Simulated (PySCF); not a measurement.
A side-by-side comparison of computed properties.

First species: C₆H₇ClO.
InChI=1S/C6H7ClO/c1-2-4-3-5(4)6(7)8/h2,4-5H,1,3H2/t4-,5+/m1/s1

Second species: C₅H₁₁OP.
Bonds: O1–P2 (double), P2–C3, C3–C4, C4–C5, C5–C6, C6–C7, P2–C7. Hydrogens: H8 on P2; H9, H10 on C3; H11, H12 on C4; H13, H14 on C5; H15, H16 on C6; H17, H18 on C7.

Levels: B3LYP/def2-SVPD for HOMO energy, LUMO energy, HOMO–LUMO gap and static isotropic polarisability; TDDFT B3LYP/def2-SVPD for lowest singlet excitation; TDA B3LYP/def2-SVPD for lowest triplet excitation (Tamm–Dancoff). Geometries: GFN2-xTB. Each structure is a single optimised conformer of the isolated species, non-relativistic unless stated. Electronic properties by PySCF.

Dipoles, sizes and rotational constants follow the conformer. The torsions of the flexible species, by atom-mapped SMILES:
- `[CH2:1]=[CH:2][C@@H:3]1[CH2:4][C@@H:5]1[C:6](=[O:7])[Cl:8]`: C1–C2–C3–C4 -150°, C4–C5–C6–O7 -23°

The conformers of `O=[PH]1CCCCC1` aren't listed.

```json
{"property": "HOMO energy", "column X": "-7.23 eV", "column Y": "-7.31 eV"}
{"property": "LUMO energy", "column X": "0.13 eV", "column Y": "-1.52 eV"}
{"property": "HOMO–LUMO gap", "column X": "7.36 eV", "column Y": "5.79 eV"}
{"property": "lowest singlet excitation", "column X": "6.57 eV", "column Y": "5.01 eV"}
{"property": "lowest triplet excitation (Tamm–Dancoff)", "column X": "6.43 eV", "column Y": "4.22 eV"}
{"property": "static isotropic polarisability", "column X": "81.9 au", "column Y": "90.3 au"}
```

Task: Which column belongs to which species?

Result: Column X is the second species and column Y the first. The first has 15 atoms and 68 electrons, the second 18 and 64.

Task: How does each property change from the first species to the second?

Result: HOMO energy +0.08 eV; LUMO energy +1.65 eV; HOMO–LUMO gap +1.57 eV; lowest singlet excitation +1.56 eV; lowest triplet excitation (Tamm–Dancoff) +2.21 eV; static isotropic polarisability -8.4 au.

On the first: The polarisability is 13.38 Å³ as a volume (1 au = 0.148185 Å³), or 1.33 au for each of the 68 electrons. S1 lies 0.78 eV below the HOMO–LUMO gap; its leading configuration is HOMO→LUMO, weight 0.69.

On the second: The vertical singlet–triplet gap S1 − T1 is 0.14 eV (TDDFT singlet less Tamm–Dancoff triplet; S1: HOMO→LUMO, weight 0.95; T1: HOMO→LUMO, weight 0.83). No computed singlet falls in the visible range (750 to 380 nm, 1.65 to 3.26 eV); S1 lies 3.31 eV above its blue end.
